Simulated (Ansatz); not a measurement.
Reaction (formal exchange of groups at the Se–Ge bond): `[OH][GeH]([SH])[SeH]` + `N=CCl` → `N=C(Cl)[SeH]` + `[OH][GeH2][SH]`

Calculated with Ansatz (gas phase, PBE0-D4/def2-TZVP geometries, no zero-point term in ΔE). CCSD(T)/CBS adds triple-zeta CCSD(T) − MP2 to the extrapolated MP2 energy (def2 sets, frozen cores). This one scheme is used for every species. Functionals use def2-TZVPP. For Ge, Se outer-core shells are correlated without core-valence functions, which leaves a few kJ/mol of doubt a bond. Scalar relativity is left out up to krypton. One conformer a species, not always the lowest.

Problem. Is it downhill or uphill in electronic energy at CCSD(T)/CBS, and by how much? (Estimate.)

Solution. Computed: Uphill: ΔE = +102.0 kJ/mol.

Problem. What do these levels give: BLYP-D4, B97M-V, ωB97M-V, BHLYP, CAM-B3LYP, MP2/def2-SVP? (Best estimate.)

Solution. The calculation gave: BLYP-D4 93.5, B97M-V 92.1, ωB97M-V 102.3, BHLYP 105.8, CAM-B3LYP 98.8, MP2/def2-SVP 101.9 kJ/mol.

Largest T1 diagnostic among the species: 0.012.

Leaving LDA and LC-ωPBE aside and taking each functional with its dispersion term where it has one, the values, not all of them listed here, spread over 16.9 kJ/mol, from revPBE-D4 to BHLYP-D4. LDA lies −5.8 kJ/mol from PBE without D4. From PBE to PBE0 (25 % exact exchange), in def2-TZVPP and without D4, ΔE moves by +6.9 kJ/mol. In def2-TZVPP, CCSD(T) changes the Hartree–Fock value by −14.0 kJ/mol (the triples alone add −3.0 kJ/mol) and MP2 by −15.2 kJ/mol.
